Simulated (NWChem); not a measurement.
# GeSiH5, doublet; SMILES [SiH2][GeH3]

```xyz
7

Si     0.0603    -1.6370     0.0000
Ge     0.0069     0.7373     0.0000
H     -0.5433    -2.2501     1.2246
H     -0.5433    -2.2501    -1.2246
H      0.7294     1.2690    -1.2516
H      0.7294     1.2690     1.2516
H     -1.4364     1.2859     0.0000
```
Atoms are numbered in this order, from 1.

All runs: NWChem. Pople sets run with spherical d functions. Spin-unrestricted. Structure relaxed at the PBE0/def2-SVP, spin-unrestricted level. No stability test was run on the SCF state. B3LYP is NWChem's, with the RPA form of VWN correlation. Vertical excitations in the gas phase; the lowest state need not have the same character in each row. Excited states of an open shell can be spin-contaminated.

### Question
Among these, which level gives the highest value of “lowest excitation (eV)”?
A) BHandHLYP/6-31G*, TDA
B) PBE/6-31G*, TDA
C) UHF/6-31G*, CIS
D) B3LYP/6-31G*, TDA

### Answer
C, UHF/6-31G*, CIS. Values: PBE/6-31G*, TDA 3.76; B3LYP/6-31G*, TDA 3.87; BHandHLYP/6-31G*, TDA 4.18; UHF/6-31G*, CIS 4.99
